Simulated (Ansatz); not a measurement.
A set of 12 reactions (atomization), with CCSD(T)/CBS values in kJ/mol:

```tsv
reaction	ΔE
`NCBBr` → B• + Br• + C• + 5 H• + N•	3158.6
`BC(=C)Cl` → B• + 2 C• + Cl• + 4 H•	2999.6
`F/C=[C](/F)[GaH2]` → 2 C• + 2 F• + Ga• + 3 H•	2770.8
`NB([SeH])CO` → B• + C• + 6 H• + N• + O• + Se•	4041.8
`[BH2][InH][O][ZnH]` → B• + 4 H• + In• + O• + Zn (atom)	2000.6
`[SiH3][GeH3]` → Ge• + 6 H• + Si•	2151.3
`O=[CH][GeH2][SiH3]` → C• + Ge• + 6 H• + O• + Si•	3213.8
`O[SiH](F)[SiH2]F` → 2 F• + 4 H• + O• + 2 Si•	3314.7
`[SeH]B1[O][GaH][S]1` → B• + Ga• + 2 H• + O• + S• + Se•	2430.1
`Cl[SiH]1[SiH2]S1` → Cl• + 3 H• + S• + 2 Si•	2129.8
`C[O][Mg][OH]` → C• + 4 H• + Mg (atom) + 2 O•	2863.6
`Cl[Si](Cl)(Cl)[GeH3]` → 3 Cl• + Ge• + 3 H• + Si•	2349.7
```

Program: Ansatz. Geometries: PBE0-D4/def2-TZVP. ΔE: electronic, gas phase. CCSD(T)/CBS adds triple-zeta CCSD(T) − MP2 to the extrapolated MP2 energy (def2 sets, frozen cores). This one scheme is used for every species, atoms too. Functionals use def2-TZVPP. Open shells (•) are unrestricted, without spin–orbit coupling. Spin–orbit coupling would lower the free atoms: a little for B, C, Cl, F, O, S, Si; clearly for Br, Ga, Ge, Se; strongly for In. Elements past krypton have def2 core potentials. For Br, Ga, Ge, In, Mg, Se, Zn outer-core shells are correlated without core-valence functions, so the limit isn't a true one: a few kJ/mol of doubt a bond, and 10 to 20 or more in all where bonds break to atoms. Scalar relativity is left out up to krypton. Each species was taken in one conformer, which may not be the lowest.

Question: Give the mean, mean absolute and largest difference (level minus CCSD(T)/CBS, kJ/mol) for: PBE0-D4, ωB97X-V, ωB97M-V, B2PLYP, PBE, HF/def2-TZVPP, MP2/def2-TZVPP, SCS-MP2/def2-TZVPP, CCSD/def2-TZVPP, CCSD(T)/def2-TZVPP, MP2/def2-QZVPP, SCS-MP2/def2-QZVPP, MP2/CBS(def2), CCSD/CBS(def2). (An estimate is asked.)

Answer: The calculation gave: 
```json
{"level": "PBE0-D4", "mean": "-15.1", "mean absolute": "32.2", "largest": "-80.5"}
{"level": "ωB97X-V", "mean": "8.5", "mean absolute": "14.2", "largest": "-27.6"}
{"level": "ωB97M-V", "mean": "-4.1", "mean absolute": "15.2", "largest": "-37.5"}
{"level": "B2PLYP", "mean": "-45.3", "mean absolute": "45.3", "largest": "-72.7"}
{"level": "PBE", "mean": "16.7", "mean absolute": "44.7", "largest": "86.1"}
{"level": "HF/def2-TZVPP", "mean": "-786.5", "mean absolute": "786.5", "largest": "-1202.3"}
{"level": "MP2/def2-TZVPP", "mean": "-27.1", "mean absolute": "35.2", "largest": "-90.8"}
{"level": "SCS-MP2/def2-TZVPP", "mean": "-46.6", "mean absolute": "46.6", "largest": "-64.5"}
{"level": "CCSD/def2-TZVPP", "mean": "-124.7", "mean absolute": "124.7", "largest": "-182.4"}
{"level": "CCSD(T)/def2-TZVPP", "mean": "-78.9", "mean absolute": "78.9", "largest": "-115.8"}
{"level": "MP2/def2-QZVPP", "mean": "19.7", "mean absolute": "34.2", "largest": "70.6"}
{"level": "SCS-MP2/def2-QZVPP", "mean": "5.8", "mean absolute": "12.7", "largest": "-22.6"}
{"level": "MP2/CBS(def2)", "mean": "51.7", "mean absolute": "60.3", "largest": "98.8"}
{"level": "CCSD/CBS(def2)", "mean": "-45.8", "mean absolute": "45.8", "largest": "-66.6"}
```

The largest T1 diagnostic in the set is 0.018, for `[BH2][InH][O][ZnH]` (customary mark 0.02).

CCSD(T)/CBS is a level of theory with its own doubt, and the functionals carry their triple-zeta basis error, so these figures describe this set and don't rank the functionals.
